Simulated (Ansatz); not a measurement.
`CNBCl` + H₂ → `BNC` + HCl at 700 K and 1 bar (hydrogenolysis of a B–Cl bond).

Isolated molecules relaxed with PBE0-D4/def2-TZVP in Ansatz; ΔE leaves out vibrations. CBS: MP2 limit from def2 TZ/QZ plus the TZ coupled-cluster correction, frozen cores. This one scheme is used for every species. Each species was taken in one conformer, which may not be the lowest.

| species | CCSD(T)/CBS energy (Eh) | H − E (kJ/mol) | S (J/(mol·K)) |
| --- | --- | --- | --- |
| `CNBCl` | -580.41629 | 242.5 | 390.5 |
| H₂ | -1.17544 | 46.8 | 155.3 |
| `BNC` | -121.18426 | 253.9 | 346.7 |
| HCl | -460.38127 | 38.4 | 211.8 |

H − E and S are ideal-gas, rigid-rotor, harmonic terms from PBE0-D4/def2-TZVP, for one conformer and one mirror image of each species. The MP2-based limit puts H₂ 0.8 mEh under its directly extrapolated value; such offsets cancel only in part. 1 Eh = 2625.50 kJ/mol, R = 8.31446 J/(mol·K).

By hand: ΔE, ΔH, ΔS and ΔG.

ΔE = (-121.18426) + (-460.38127) − (-580.41629) − (-1.17544) = 0.02620 Eh = 68.8 kJ/mol. Δ(H − E) = 253.9 + 38.4 − 242.5 − 46.8 = 3.0, so ΔH = 71.8 kJ/mol. ΔS = 346.7 + 211.8 − 390.5 − 155.3 = 12.7 J/(mol·K). ΔG = 71.8 − 700 × (12.7)/1000 = 62.9 kJ/mol.

By hand: the equilibrium constant, and the temperature at which ΔG would vanish if ΔH and ΔS stayed fixed.

log₁₀ K = −ΔG/(RT ln 10) = -4.7. ΔG = 0 at ΔH/ΔS = 5654 K, far beyond where these terms or the molecules hold.

The number of gas molecules stays the same, so ΔS is small and ΔH decides. A doubt of 5 kJ/mol in ΔE shifts log₁₀ K by 0.4 here. Other conformers and mirror images would add mixing entropy, several J/(mol·K) or more a flexible species. These are equilibria of isolated gas molecules and say nothing of rates. Largest T1 diagnostic: 0.012 (customary marks: 0.02 for closed shells, 0.045 for open ones).
